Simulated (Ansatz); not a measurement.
Gas-phase reaction R1 → P1 + 4 P2, each structure at its B3LYP-D3(BJ)/def2-TZVP stationary point, reached from a drawn start (curvature not checked).
R1: CF4 (SMILES FC(F)(F)F), charge 0, multiplicity 1.
P1: C atom, charge 0, multiplicity 3.
P2: F atom, charge 0, multiplicity 2.

P less R. No zero-point or thermal terms; singlets are restricted closed shells; open shells are unrestricted; no spin–orbit coupling.

Cores are frozen in the correlated methods. CBS: X⁻³ extrapolation of the correlation energy, Hartree–Fock from the larger set.

The values were computed with Ansatz (Gaussian basis) for Hartree–Fock, density functionals and correlated methods. All values are computed, each at the level named.

```tsv
level	reaction energy (kJ/mol)
SVWN5/def2-TZVPP	2506.7
B97M-V/def2-TZVPP	1996.3
B2PLYP/def2-TZVPP	1970.4
SCS-MP2/cc-pVDZ	1854.7
SCS-MP2/cc-pVTZ	1983.9
CCSD/cc-pVQZ	1918.9
CCSD(T)/cc-pVDZ	___
CCSD(T)/cc-pVQZ	___
CCSD(T)/CBS(cc-pVTZ, cc-pVQZ)	___
```

Question: Fill in the missing entries.

Answer: 
- CCSD(T)/cc-pVDZ, reaction energy (kJ/mol): 1810.9
- CCSD(T)/cc-pVQZ, reaction energy (kJ/mol): 1973.9
- CCSD(T)/CBS(cc-pVTZ, cc-pVQZ), reaction energy (kJ/mol): 1998.4

Ansatz is a quantum-chemistry and plane-wave program.
